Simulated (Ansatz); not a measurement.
Basis sets compared for the cluster Ag₂I⁺. The state is a singlet with charge 1. Geometry PBE-D4/def2-TZVP. Ansatz on 4 threads of Arm Neoverse N1 on a shared host; times are rough, and most runs start from earlier orbitals.

```csv
atom,x (Å),y (Å),z (Å)
Ag1,0.237,-1.911,-0.715
Ag2,-1.012,1.248,1.281
I3,0.775,0.663,-0.565
```

In the def2 sets Ag, I take a core potential; there is no spin–orbit coupling. The structure comes from a short search, and lower isomers may exist.

```json
{"level": "PBE-D4/def2-SVP", "functions": "88", "energy (Eh)": "-591.4416", "HOMO (eV)": "-10.96", "LUMO (eV)": "-8.38", "wall time": "1.2 s"}
{"level": "PBE0-D4/def2-SVP", "functions": "88", "energy (Eh)": "-591.4424", "HOMO (eV)": "-11.91", "LUMO (eV)": "-7.38", "wall time": "2.2 s"}
```

Task: Estimate the rows for PBE-D4/def2-TZVP, PBE0-D4/def2-TZVP (with forces).

Result: 
```csv
level,functions,energy (Eh),HOMO (eV),LUMO (eV),wall time
PBE-D4/def2-TZVP,130,-591.5278,-10.95,-8.36,2 s
PBE0-D4/def2-TZVP (with forces),130,-591.5251,-11.89,-7.35,3.9 s
```
